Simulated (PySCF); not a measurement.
C₃H₄N₂, SMILES c1cn[nH]c1 (connectivity only; charge and spin as stated), charge +1, multiplicity 2. Atoms are numbered in the order given.

```xyz
9

C      1.0972     0.5079     0.0000
C     -0.1612     1.1814     0.0000
N     -1.1513     0.3249     0.0000
N     -0.5627    -0.9396     0.0000
C      0.7391    -0.9091     0.0000
H      2.1068     0.9255     0.0000
H     -0.3541     2.2559     0.0000
H     -1.1763    -1.7583     0.0000
H      1.3716    -1.8013     0.0000
```
Charge +1, spin multiplicity 2.

Geometry optimised at ωB97X-D3(BJ)/def2-SVP. The multiplicity is an assumed one; other spin states were not compared.

These are PySCF with PBE0/pcH-1 values and carry that method's errors.

Unrestricted Kohn–Sham, ⟨S²⟩ = 0.771. Hyperfine tensors hold the contact and dipolar terms, without spin-orbit corrections.

### Question
Estimate the hyperfine couplings. (Estimate from the structure and the level; the computed values follow.)

### Answer

```
nucleus    A(iso) (MHz)  A(iso) (G)  dipolar principal values (MHz)
---------  ------------  ----------  ------------------------------
13C no. 1          50.9        18.2             -51.7, -50.2, 101.9
13C no. 2         -37.3       -13.3               -24.9, 12.2, 12.8
14N no. 3          12.6         4.5              -15.5, -15.2, 30.6
14N no. 4          -1.5        -0.6                 -2.8, -2.2, 5.0
13C no. 5          -0.7        -0.3              -21.1, -18.7, 39.8
1H no. 6          -48.6       -17.4               -23.6, -3.6, 27.2
1H no. 7            7.9         2.8                 -4.0, -0.5, 4.4
1H no. 8           -7.2        -2.6                 -4.8, -4.1, 8.9
1H no. 9          -20.4        -7.3               -11.0, -3.7, 14.7
```

### Question
And the g tensor (effective nuclear charges for spin-orbit coupling, GIAO)? (The exact figures need the calculation; the answer reports its results.)

### Answer
principal values 2.0022, 2.0024, 2.0042; isotropic 2.0030.
